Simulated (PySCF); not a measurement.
**A small calculation by hand: entropy of an ideal gas**

SiH₃I, SMILES [SiH3]I.

Geometry optimised at B3LYP-D3(BJ)/def2-TZVP. The def2 effective core potentials stand for the cores of I; spin–orbit coupling is left out.

B3LYP-D3(BJ)/def2-TZVP run with PySCF gives the harmonic wavenumbers 350, 589, 589, 912, 952, 952, 2244, 2262, 2262 cm⁻¹ and the rotational temperatures 4.0878, 0.1513, 0.1513 K. The molar mass is 158.01 g/mol, the symmetry number 3, the spin multiplicity 1.

Task: Work out the entropy at 298.15 K and 1 atm in the rigid-rotor, harmonic-oscillator model.

Result: 
Translation (Sackur–Tetrode at 1 atm): S = R[1.5 ln M + 2.5 ln T − 1.16487] = 171.9 J/(mol K).
Rotation: q = (√π/σ) T^1.5/√(θA θB θC) = 9940, S = R[ln q + 3/2] = 89.0 J/(mol K).
Vibration: with u = 1.4388 ν/T, each mode gives R[u/(e^u − 1) − ln(1 − e^−u)]:
| ν (cm⁻¹) | modes | u | S (J/(mol K)) |
|---|---|---|---|
| 350 | 1 | 1.69 | 4.88 |
| 589 | 2 | 2.84 | 3.92 |
| 912 | 1 | 4.40 | 0.56 |
| 952 | 2 | 4.59 | 0.95 |
The stiffer modes add less than 0.005 each. Sum 10.3 J/(mol K).
Spin: R ln 1 = 0.0 J/(mol K).
Total 271.2 J/(mol K); the program's own thermochemistry gives 271.2. Translation makes up 63 % and vibration 4 %. Anharmonicity, hindered rotation and orbital degeneracy are left out.
